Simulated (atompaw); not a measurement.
**Pseudopotential generation for lanthanum: PAW (atompaw), PBE, scalar-relativistic.**

atompaw 4.2.0.5 was run on this input:

```
La 57
GGA-PBE scalarrelativistic loggrid 2001 logderivrange -4 5 226
6 6 5 4 0 0
6 1 0
5 2 1
4 3 0
0 0 0
c
c
c
c
c
v
c
c
c
v
v
c
c
v
v
3
3.00 2.45 2.75 2.00
y
0.4
n
n
y
0.45
n
y
1.8
n
custom polynom2 7 10 vanderbiltortho sinc
4 1 ultrasoft
3.00
3.00
2.25
3.00
3.00
3.00
1.30
1.30
PWSCFOUT
UPFDX 0.0125d0 UPFXMIN -7.d0 UPFZMESH 57.d0
END
```

Command:

```bash
atompaw < La.input > La.log
```

The program printed (summary file):

```
Completed calculations for La (AE)

 Exchange-correlation type: GGA, Perdew-Burke-Ernzerhof

 Radial integration grid is logarithmic
 r0 =   1.1779470E-04 h =   6.7142977E-03   n =      2001 rmax =   8.0000000E+01

 Scalar relativistic calculation

 AEatom converged in  34 iterations
   nz     =  57.00
   delta  =       8.186973944717E-15

 All Electron Orbital energies:
  n  l      occupancy      energy
  1  0      2.0000000E+00 -2.8482624E+03
  2  0      2.0000000E+00 -4.5341349E+02
  3  0      2.0000000E+00 -9.6979951E+01
  4  0      2.0000000E+00 -1.9584330E+01
  5  0      2.0000000E+00 -2.8608766E+00
  6  0      2.0000000E+00 -2.7044798E-01
  2  1      6.0000000E+00 -4.0635997E+02
  3  1      6.0000000E+00 -8.1956789E+01
  4  1      6.0000000E+00 -1.4699570E+01
  5  1      6.0000000E+00 -1.6464004E+00
  6  1      0.0000000E+00 -9.9352956E-02
  3  2      1.0000000E+01 -6.0379653E+01
  4  2      1.0000000E+01 -7.6327052E+00
  5  2      1.0000000E+00 -2.2713922E-01
  4  3      0.0000000E+00 -3.1934720E-01

 Total energy
   Total                    :   -16986.57077795511213

 ---
 Completed calculations for La (SC)

 Exchange-correlation type: GGA, Perdew-Burke-Ernzerhof

 Radial integration grid is logarithmic
 r0 =   1.1779470E-04 h =   6.7142977E-03   n =      2001 rmax =   8.0000000E+01

 Scalar relativistic calculation

 SCatom converged in   4 iterations
   nz     =  57.00
   delta  =       3.450084103142E-15

 Valence Electron Orbital energies:
  n  l      occupancy      energy
   6  0      2.0000000E+00 -2.7044798E-01
   5  1      6.0000000E+00 -1.6464004E+00
   6  1      0.0000000E+00 -9.9352955E-02
   5  2      1.0000000E+00 -2.2713922E-01
   4  3      0.0000000E+00 -3.1934720E-01

 Total energy
   Total                    :   -16986.57077793661301
   Valence                  :     -436.87069608238420

 PAW parameters:
       lmax =            3
         rc =    3.0002549468383508
        irc =         1512
   rc_shape =    2.4528719803042209
    rc_vloc =    2.7679927002080631
    rc_core =    2.0053526433464675
   Vloc: Non norm-conserving form with l= 4;e=   1.0000E+00
   Projector type: improved polynomial pseudization + Vanderbilt ortho.
   Sinc^2 compensation charge shape zeroed at   2.4529E+00

 Number of basis functions     8
 No.   n  nodes  l      Energy         Cp coeff         Occ
  1    6    5    0   -0.2704480E+00  0.1944883E+03  0.2000000E+01
  2  999    6    0    0.4000000E+00  0.1945881E+02  0.0000000E+00
  3    5    3    1   -0.1646400E+01  0.4736596E+01  0.6000000E+01
  4    6    4    1   -0.9935295E-01  0.3478452E+02  0.0000000E+00
  5    5    2    2   -0.2271392E+00 -0.2061171E+02  0.1000000E+01
  6  999    3    2    0.4500000E+00 -0.2427013E+00  0.0000000E+00
  7    4    0    3   -0.3193472E+00 -0.1112720E+02  0.0000000E+00
  8  999    1    3    0.1800000E+01 -0.8172054E+02  0.0000000E+00

 Eigenvalues of overlap operator (in the basis of projectors):
    1        9.77584833E-02
    2        5.08462401E-01
    3        5.92351402E-01
    4        3.39006321E+00
    5        1.68278265E+03
    6        1.81875717E+03
    7        4.12630659E+04
    8        1.31662118E+07

 Orbital leakage outside PAW augmentation regions
   orb  is_core?  %out_of_sphere
   1 0    T           0.00
   2 0    T           0.00
   3 0    T          -0.00
   4 0    T           0.00
   5 0    T           1.15
   6 0    F          84.77
   2 1    T           0.00
   3 1    T           0.00
   4 1    T           0.00
   5 1    F           4.55
   6 1    F          95.25
   3 2    T           0.00
   4 2    T           0.00
   5 2    F          41.75
   4 3    F           2.41

 Summary of PAW energies
   Total valence energy     :   -436.87069877980099
   Smooth energy            :     17.01444786853236
   One center               :   -453.88514664833338
   Smooth kinetic           :     11.92767281726528
   Vloc energy              :      1.67597505476343
   Smooth exch-corr         :     -8.96062707650596
   One-center xc            :   -397.21512292928492
```

Note: ghost state, extra bound levels that the all-electron valence spectrum of the same l lacks: s at -39.3 eV. A true bound ghost makes a file unfit for plane-wave use.

The run took about 18 s on one core of a shared server CPU.
